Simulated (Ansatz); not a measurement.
Basis sets compared for GeH(NMe2)3 (C₆H₁₉GeN₃). The state is a singlet with charge 0. Geometry PBE-D4/def2-SVP. Ansatz on 2 threads of AMD EPYC 7R13 on a shared host and a share (18 GiB) of an NVIDIA H100 80GB HBM3; times are rough, and most runs start from earlier orbitals.

```xyz
29

Ge    0.3810   -0.4268   -0.5055
H     1.0273   -1.4842   -1.4501
N     0.8375   -0.9466    1.2160
C     0.3049   -0.2120    2.3449
C     1.1583   -2.3279    1.4995
H    -0.6452   -0.6473    2.7491
H     0.1006    0.8393    2.0572
H     1.0347   -0.1913    3.1891
H     1.5487   -2.8334    0.5923
H     1.9484   -2.4021    2.2847
H     0.2837   -2.9250    1.8669
N    -1.4109   -0.3559   -0.9815
C    -2.3119    0.5048   -0.2434
C    -2.0458   -1.5058   -1.5869
H    -3.1096    0.9129   -0.9090
H    -1.7578    1.3675    0.1793
H    -2.8308   -0.0165    0.6018
H    -1.3008   -2.1248   -2.1281
H    -2.5641   -2.1721   -0.8492
H    -2.8169   -1.1917   -2.3307
N     0.9198    1.3375   -0.5866
C     0.4777    2.1840   -1.6758
C     2.1697    1.7482    0.0192
H     0.2586    3.2183   -1.3179
H    -0.4490    1.7745   -2.1245
H     1.2413    2.2793   -2.4899
H     2.4725    1.0200    0.7975
H     3.0062    1.8282   -0.7215
H     2.0719    2.7492    0.5032
```

The 6-31G sets use Cartesian d functions. Single mean-field runs in def2-TZVP are fitted with def2-universal-jkfit.

Binding counts from free atoms (Ge triplet, H doublet, N quartet, C triplet) in the same basis, without a counterpoise term.

| level | functions | energy (Eh) | HOMO (eV) | LUMO (eV) | binding per atom (eV) | wall time |
| --- | --- | --- | --- | --- | --- | --- |
| HF/STO-3G | 82 | -2448.5274 | -6.75 | 11.14 | 3.45 | 10 s |
| HF/6-31G | 148 | -2476.4519 | -8.83 | 4.71 | 2.60 | 6.5 s |
| PBE-D4/def2-SVP | 253 | -2479.9400 | -4.36 | 0.53 | 3.96 | 7 s |
| PBE0-D4/def2-SVP | 253 | -2480.0552 | -5.68 | 1.37 | 3.90 | 7.5 s |

(1) Estimate the rows for HF/def2-TZVP, PBE-D4/def2-TZVP, PBE0-D4/def2-TZVP (with forces).

Results:

(1) 
```csv
level,functions,energy (Eh),HOMO (eV),LUMO (eV),binding per atom (eV),wall time
HF/def2-TZVP,441,-2477.1121,-8.99,3.36,2.75,3.3 s
PBE-D4/def2-TZVP,441,-2480.6458,-4.50,0.03,3.92,6 s
PBE0-D4/def2-TZVP (with forces),441,-2480.7503,-5.77,0.81,3.86,9 s
```
